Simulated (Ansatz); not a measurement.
Consider the substitution at a C–B bond: `CCB(F)Br` + `CCS` → `CCSCC` + `FBBr`.

Computed with Ansatz on PBE0-D4/def2-TZVP structures; ΔE is electronic, products minus reactants. CCSD(T)/CBS adds triple-zeta CCSD(T) − MP2 to the extrapolated MP2 energy (def2 sets, frozen cores). Functionals use def2-TZVPP. B3LYP here is the variant with VWN-RPA as its local correlation; programs differ in this. HSE06 is defined as in plane-wave codes. For Br outer-core shells are correlated without core-valence functions, which leaves a few kJ/mol of doubt a bond. Scalar relativity is left out up to krypton. One conformer a species, not always the lowest.

`CCB(F)Br`:

```xyz
10

C     0.493   -1.162   -0.184
C     0.205    0.319   -0.401
B    -0.767    0.967    0.626
F    -1.298    0.286    1.620
Br   -1.259    2.828    0.511
H    -0.422   -1.757   -0.236
H     0.940   -1.342    0.795
H     1.182   -1.546   -0.940
H    -0.206    0.500   -1.402
H     1.132    0.907   -0.390
```

`CCS`:

```xyz
9

C     0.612   -0.561   -0.487
C    -0.138    0.671   -0.030
S    -0.824    0.544    1.643
H     1.421   -0.805    0.204
H     1.042   -0.403   -1.481
H    -0.052   -1.427   -0.544
H     0.529    1.535    0.022
H    -0.939    0.932   -0.725
H    -1.650   -0.486    1.398
```

`CCSCC`:

Cartesian coordinates in Å:
```
C -0.453 -1.265 1.464
C 0.233 0.086 1.464
S -0.634 1.379 0.548
C -0.610 0.732 -1.138
C 0.772 0.573 -1.739
H -1.474 -1.182 1.841
H 0.093 -1.971 2.095
H -0.499 -1.692 0.460
H 0.293 0.486 2.479
H 1.261 0.008 1.100
H -1.170 -0.206 -1.178
H -1.192 1.466 -1.703
H 1.321 1.516 -1.709
H 1.359 -0.176 -1.202
H 0.701 0.246 -2.780
```

`FBBr`:

Cartesian coordinates in Å:
```
F -0.944 0.978 -0.197
B 0.010 0.085 -0.147
Br 0.156 -1.028 1.393
H 0.778 -0.034 -1.048
```

(1) Is it downhill or uphill in electronic energy at CCSD(T)/CBS, and by how much? (Best estimate.)

(2) What do these levels give: revPBE-D4, PBE0-D4, r2SCANh-D4, HSE06-D4, CAM-B3LYP-D4, BLYP, B3LYP, HSE06, BHLYP, CAM-B3LYP, MP2/def2-SVP, CCSD/CBS(def2)? (An estimate is asked.)

(3) What do rigid-rotor, harmonic-oscillator terms from PBE0-D4/def2-TZVP frequencies (298.15 K, 1 bar) make of the CCSD(T)/CBS value? (Estimate.)

Largest T1 diagnostic among the species: 0.011.

Answers

(1) Ansatz gave: Uphill: ΔE = +49.3 kJ/mol.

(2) Ansatz gave: revPBE-D4 44.6, PBE0-D4 51.9, r2SCANh-D4 54.3, HSE06-D4 52.0, CAM-B3LYP-D4 52.7, BLYP 53.0, B3LYP 54.9, HSE06 55.0, BHLYP 56.4, CAM-B3LYP 56.0, MP2/def2-SVP 54.3, CCSD/CBS(def2) 52.0 kJ/mol.

(3) Ansatz gave: ΔZPE = +3.3 kJ/mol, ΔH = +51.6 kJ/mol, ΔS = -14 J/(mol·K), ΔG = +55.9 kJ/mol. Modes under 50 cm⁻¹ make the entropy rough.

From BLYP to BHLYP (50 % exact exchange), in def2-TZVPP and without D4, ΔE moves by +3.4 kJ/mol. The D4 term adds −5.6 kJ/mol with B3LYP and −3.3 kJ/mol with PBE0; it sums over pairs of atoms, weighted by their polarisabilities, and B3LYP, whose exchange is more repulsive, gets the larger term. Leaving LDA and LC-ωPBE aside and taking each functional with its dispersion term where it has one, the values, not all of them listed here, spread over 13.0 kJ/mol, from revPBE-D4 to B97M-V.
